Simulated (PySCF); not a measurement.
O₂Zr, singlet, at a GFN2-xTB geometry (such geometries of metal compounds can be far from the true shape) (core potentials on Zr). Base run: B3LYP/def2-SVP (PySCF).

PySCF was given this input:
```python
from pyscf import gto, scf, dft

mol = gto.M(
    atom='''
Zr   -0.14735518   -0.16294999   -0.21094306
O     1.44787434    0.60647650   -0.38052480
O    -0.71109845    0.20827346    1.43524010
''',
    basis='def2-svp',
    ecp={'Zr': 'def2-svp'},
    verbose=4,
)

mf = dft.RKS(mol)
mf.xc = 'b3lyp'
mf.kernel()
```

Each row names what was changed in the base input (with any setting that the change needs).

| change | basis functions | E (Eh) | HOMO (eV) | HOMO-LUMO gap (eV) | dipole (D) |
|---|---|---|---|---|---|
| base | 59 | -197.43135 | -6.38 | 3.15 | 7.79 |
| basis = x2c-SVPall; relativity = spin-free X2C; nucleus = Gaussian (with nucmod='G'; without ecp={'Zr': 'def2-svp'}) | 81 | -3748.59298 | -6.47 | 3.21 | 7.68 |
| basis = x2c-TZVPall; relativity = spin-free X2C; nucleus = Gaussian (with nucmod='G'; without ecp={'Zr': 'def2-svp'}) | 125 | -3749.10212 | -6.58 | 3.24 | 8.00 |
| basis = x2c-SVPall; relativity = spin-free X2C (without ecp={'Zr': 'def2-svp'}) | 81 | -3748.62725 | -6.47 | 3.21 | 7.68 |
| basis = x2c-SVPall; relativity = none (without ecp={'Zr': 'def2-svp'}) | 81 | -3657.21389 | -6.52 | 3.65 | 7.58 |
| basis = ANO-RCC-VDZP; relativity = spin-free X2C; nucleus = Gaussian (with nucmod='G'; without ecp={'Zr': 'def2-svp'}) | 71 | -3749.01381 | -6.62 | 3.24 | 8.01 |
| basis = ANO-RCC-VDZP; relativity = none (without ecp={'Zr': 'def2-svp'}) | 71 | -3645.05286 | -6.71 | 3.68 | 7.83 |
| basis = ANO-RCC-VDZP; relativity = spin-free X2C (without ecp={'Zr': 'def2-svp'}) | 71 | -3749.05816 | -6.62 | 3.24 | 8.01 |
| basis = x2c-TZVPall; relativity = spin-free X2C (without ecp={'Zr': 'def2-svp'}) | 125 | -3749.13963 | -6.58 | 3.24 | 8.00 |
| basis = x2c-TZVPall; relativity = none (without ecp={'Zr': 'def2-svp'}) | 125 | -3658.00315 | -6.63 | 3.56 | 7.86 |

Absolute energies of different levels of theory aren't comparable as measures of quality.

Basis sets contracted for a relativistic Hamiltonian are a mismatch without it, so the rows without relativity aren't non-relativistic limits. No row has spin-orbit coupling; sets with core potentials leave out the core electrons.
